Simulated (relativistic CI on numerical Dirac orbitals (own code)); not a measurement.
**Ho4+ (4f9) in a crystal field**

Calculated by Dirac-Coulomb-Breit CI, KLI orbitals optimised for each configuration, model QED (radiative potential, 1s self-energy scaled to tabulated hydrogen-like ionisation energies), valence Slater integrals scaled by 0.75, one configuration in a parametric crystal field (own radial code).

Field parameters in Wybourne normalisation; cubic f-shell fields have B⁴₄ = √(5/14) B⁴₀ and B⁶₄ = −√(7/2) B⁶₀. The field is a parameter set, without covalency.

S and J are read from ⟨S²⟩ = S(S + 1) and ⟨J²⟩ = J(J + 1) of each level; they are not fictitious spins.

Oh, B40 = -2520, B60 = 270 cm⁻¹, the lowest 16 levels:

| E (cm⁻¹) | Degeneracy | Irrep | S | J |
| --- | --- | --- | --- | --- |
| 0.0 | 4 | Γ8 | 2.42 | 7.49 |
| 124 | 4 | Γ8 | 2.42 | 7.49 |
| 182 | 2 | Γ7 | 2.42 | 7.49 |
| 602 | 4 | Γ8 | 2.41 | 7.50 |
| 604 | 2 | Γ6 | 2.42 | 7.50 |
| 4462 | 2 | Γ6 | 2.45 | 6.49 |
| 4475 | 4 | Γ8 | 2.45 | 6.48 |
| 4494 | 2 | Γ7 | 2.45 | 6.47 |
| 4665 | 2 | Γ7 | 2.45 | 6.50 |
| 4719 | 4 | Γ8 | 2.45 | 6.50 |
| 7100 | 4 | Γ8 | 2.41 | 5.50 |
| 7194 | 2 | Γ7 | 2.42 | 5.52 |
| 7219 | 4 | Γ8 | 2.42 | 5.49 |
| 7258 | 2 | Γ6 | 2.42 | 5.48 |
| 9039 | 4 | Γ8 | 2.41 | 4.99 |
| 9137 | 2 | Γ6 | 2.45 | 5.48 |

C2v, B20 = -380, B22 = -280, B40 = 1310, B42 = -70, B44 = -740, B60 = 860, B62 = -330, B64 = 180, B66 = 150 cm⁻¹, the lowest 16 levels:

```csv
E (cm⁻¹),Degeneracy,S,J
0.0,2,2.42,7.50
52.4,2,2.42,7.50
203,2,2.42,7.50
259,2,2.42,7.50
310,2,2.42,7.50
325,2,2.41,7.50
459,2,2.41,7.50
512,2,2.41,7.50
4425,2,2.45,6.50
4453,2,2.45,6.50
4534,2,2.45,6.50
4571,2,2.45,6.50
4607,2,2.45,6.49
4675,2,2.45,6.50
4691,2,2.45,6.49
7024,2,2.42,5.49
```

Principal g values of the ground doublet: 1.15, 7.35, 13.50.

The next free-ion level lies 4301 cm⁻¹ above the lowest; the field splits the ground level into components whose J stays near 15/2 as long as their spread is small against that gap.

Levels of this model without a field, named by their leading LS term (the scale mimics covalency, so terms lie below those of the real free ion): 6H°_15/2 0, 6H°_13/2 4301, 6H°_11/2 6899, 6H°_9/2 8990, 6F°_11/2 9009, 6F°_9/2 10010, 6H°_7/2 10714, 6H°_5/2 11948 cm⁻¹.
